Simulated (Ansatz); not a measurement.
System: B₂H₄, net charge 0, singlet state. 
Structure (B3LYP-D3(BJ)/def2-TZVP (Ansatz, a program for electronic structure) minimum search):
```
B
H 1 1.1966
H 1 1.1966 2 115.74
B 1 1.6266 2 122.13 3 -180.00
H 4 1.1966 1 122.13 2 90.00
H 4 1.1966 5 115.74 1 180.00
```

Atomisation energy built up term by term with Ansatz (kcal/mol; UHF references for open shells; valence terms freeze the core; atomic spin-orbit terms are left out). CBS(X,Y): correlation extrapolated as X^-3; Hartree-Fock from the larger set.

```
term                                            basis  kcal/mol
-----------------------  ----------------------------  --------
Hartree-Fock                              def2-QZVPPD    369.48
CCSD correlation         CBS(def2-TZVPPD,def2-QZVPPD)       [?]
(T)                      CBS(def2-TZVPPD,def2-QZVPPD)       [?]
CCSDT - CCSD(T)                               cc-pVDZ      0.06
core correlation                            cc-pwCVTZ      2.24
scalar relativity (X2C)    cc-pVTZ-DK against cc-pVTZ     -0.14
sum: De                                                     [?]
```

**Question.** Some entries are withheld; supply them.

**Answer.** 
- CCSD correlation, kcal/mol: 75.47
- (T), kcal/mol: 2.81
- sum: De, kcal/mol: 449.9
